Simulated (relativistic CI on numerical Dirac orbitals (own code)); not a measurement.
## One change at a time: Ru⁴¹⁺

Base calculation: Dirac-Coulomb-Breit CI, orbitals from a KLI potential per configuration, a model potential for QED, unscaled Slater integrals.

Configuration list (outside the closed core 1s2): 2s, 2p, 3s, 3p, 3d, 4s, 4p, 4d, 4f, 5s, 5p, 5d, 5f, 5g. Levels of other configurations are missing.

Variants: (1) Breit term removed. Shifts of the energy above 2s 2S_1/2, in eV, for the lowest level and the first level of each name with at least 55 % of one term (blank where a level changes its place among those of its configuration and J or its character, or is not in the variant):

| Level | Base | Δ(1) |
| --- | --- | --- |
| 2s 2S_1/2 | 0.00 | 0.00 |
| 2p 2P°_1/2 | 91.49 | -2.95 |
| 2p 2P°_3/2 | 245.25 | +0.39 |
| 3s 2S_1/2 | 3543.44 | +2.11 |
| 3p 2P°_1/2 | 3568.78 | +1.31 |
| 3p 2P°_3/2 | 3614.39 | +2.24 |
| 3d 2D_3/2 | 3623.11 | +2.87 |
| 3d 2D_5/2 | 3637.28 | +2.92 |
| 4s 2S_1/2 | 4766.72 | +2.59 |
| 4p 2P°_1/2 | 4777.13 | +2.26 |
| 4p 2P°_3/2 | 4796.32 | +2.65 |
| 4d 2D_3/2 | 4799.95 | +2.90 |
| 4d 2D_5/2 | 4805.94 | +2.92 |
| 4f 2F°_5/2 | 4806.13 | +2.93 |
| 4f 2F°_7/2 | 4809.10 | +2.93 |
| 5s 2S_1/2 | 5327.91 | +2.76 |
| 5p 2P°_1/2 | 5333.16 | +2.60 |
| 5p 2P°_3/2 | 5342.96 | +2.79 |
| 5d 2D_3/2 | 5344.81 | +2.91 |
| 5d 2D_5/2 | 5347.87 | +2.93 |
| 5f 2F°_5/2 | 5347.98 | +2.93 |
| 5g 2G_7/2 | 5349.50 | +2.93 |

At this charge energies of transitions that change n are usually good to better than 1 %, and those within a shell (Δn = 0) to a few per cent.

Ionisation energy from the two ground configurations alone: base 6311.32 eV; Breit term removed 6314.25 eV. The NIST ASD value (theoretical) is 6311.72 eV.
